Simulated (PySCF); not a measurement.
CH₃Si, SMILES C[Si] (connectivity only; charge and spin as stated), neutral, multiplicity 2.

The structure is a stationary point at r2SCAN-D4/def2-TZVP. The isomer is the one that the SMILES or the coordinates give; other isomers of the formula were not compared.

The numbers are results of r2SCAN-D4/def2-TZVP run with PySCF, not measurements.

Frequencies are harmonic and unscaled.

```tsv
mode	ν (cm⁻¹)	IR (km/mol)	moving atoms (share of kinetic energy)
1	487	1.7	H 78 %, C 17 %
2	614	5.2	H 82 %, C 16 %
3	686	54.1	C 48 %, Si 31 %, H 21 %
4	1226	22.1	H 81 %, C 19 %
5	1329	11.5	H 97 %
6	1431	19.4	H 94 %
7	2960	1.4	H 96 %
8	3053	16.6	H 93 %
9	3095	2.9	H 91 %, C 9 %
```
